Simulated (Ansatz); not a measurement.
Harmonic frequencies (cm⁻¹) at PBE0-D4/def2-TZVP from Ansatz: 20, 125, 138, 196, 266, 458, 561, 694, 697, 1123, 1166, 1194, 1250, 1467, 1480, 1494, 1655, 1656, 2949, 2988, 3024, 3484, 3590, 3594.

Each molecule was computed in one conformer, which needn't be the lowest.

(1) Which molecule is it?
A. `C[S+](C)[Au-][SH]`
B. `[NH3+][Au-][OH]`
C. `C[O][Au-][NH3+]`
D. `[OH2+][Au-][N]([SiH3])[SiH3]`

## Answers

(1) C.
